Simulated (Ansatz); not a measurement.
A made-up structure of H3SeO2 (charge +1), closed shell:

```csv
atom,x (Å),y (Å),z (Å)
O1,-1.3838,-0.7442,-0.4908
Se2,0.2141,-1.2348,-0.0786
O3,0.9269,0.4683,0.5988
H4,-1.4493,-0.4864,-1.4247
H5,1.1532,1.1790,-0.0233
H6,-1.9539,-0.7831,0.2929
```

It is relaxed with PBE-D4/def2-SVP and then PBE0-D4/def2-TZVP (Ansatz 0.2.0). Atoms count as bonded within 1.22 times the sum of their covalent radii (H–H: 0.88 Å). The end point is not checked to be a true minimum.

Task: Does its bonding change? (A judgement: the text doesn't fix the answer.)

Result: The calculation gives: No: no bond forms or breaks.

Where it ends: The first stage lowers the energy by 1.62 eV in 13 steps. It ends as H₃SeO₂ ([OH][Se][OH2]), total charge +1:
O1  (-1.383, -0.888, -0.526)
Se2  (0.497, -1.107, 0.008)
O3  (0.820, 0.473, 0.610)
H4  (-1.602, -0.384, -1.327)
H5  (1.207, 1.044, -0.073)
H6  (-2.032, -0.739, 0.182)
(Å)

Labels in which every atom is bracketed show which atoms are joined, not bond orders.

For scale, one of the runs: PBE0-D4/def2-TZVP relaxation, 128 basis functions, launched by `ansatz run in.yaml --threads 2 --pin off --events-out ev --progress --plain --max-ram 4352MiB`. Hardware: 2 CPU threads of an Arm Neoverse V2, shared host. Wall time about 25 s.
